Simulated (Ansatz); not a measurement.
BEt2(CN) (C5H10BN). The state is a singlet with charge 0. Geometry PBE-D4/def2-SVP.

```xyz
17

B     0.032    0.103   -0.022
C     1.107   -0.959    0.404
C     2.581   -0.707    0.067
H     0.776   -1.977    0.098
H     0.968   -0.970    1.519
H     3.248   -1.465    0.524
H     2.751   -0.735   -1.029
H     2.913    0.291    0.418
C    -1.481   -0.260   -0.236
C    -2.541    0.833   -0.067
H    -1.736   -1.181    0.333
H    -1.467   -0.612   -1.303
H    -3.550    0.486   -0.369
H    -2.610    1.164    0.990
H    -2.298    1.732   -0.669
C     0.483    1.574   -0.244
N     0.827    2.685   -0.413
```

(1) Estimate the orbital energies around the gap (eV) in Ansatz with HF/STO-3G, LDA (SPW92)/def2-TZVP, PBE-D4/def2-TZVP, PBE-D4/def2-TZVPD, PBE0-D4/def2-TZVP.

## Answers

(1) 
```tsv
orbital	HF/STO-3G	LDA (SPW92)/def2-TZVP	PBE-D4/def2-TZVP	PBE-D4/def2-TZVPD	PBE0-D4/def2-TZVP
HOMO−9	-14.82	-10.38	-10.30	-10.31	-11.95
HOMO−8	-13.96	-9.99	-9.87	-9.88	-11.40
HOMO−7	-13.02	-9.27	-9.16	-9.17	-10.61
HOMO−6	-12.95	-8.84	-8.79	-8.81	-10.56
HOMO−5	-12.60	-8.84	-8.70	-8.72	-10.11
HOMO−4	-12.29	-8.60	-8.45	-8.47	-9.85
HOMO−3	-11.69	-8.51	-8.43	-8.44	-9.81
HOMO−2	-11.43	-8.44	-8.38	-8.40	-9.77
HOMO−1	-10.98	-8.05	-7.96	-7.98	-9.45
HOMO	-10.27	-7.51	-7.39	-7.40	-8.73
LUMO	5.28	-3.37	-3.11	-3.14	-2.16
LUMO+1	9.64	-0.74	-0.49	-0.66	0.58
LUMO+2	12.00	-0.23	-0.09	-0.59	0.63
LUMO+3	14.95	0.55	0.72	0.13	1.65
LUMO+4	16.30	0.79	0.93	0.20	1.68
LUMO+5	16.70	1.07	1.16	0.50	1.94
```
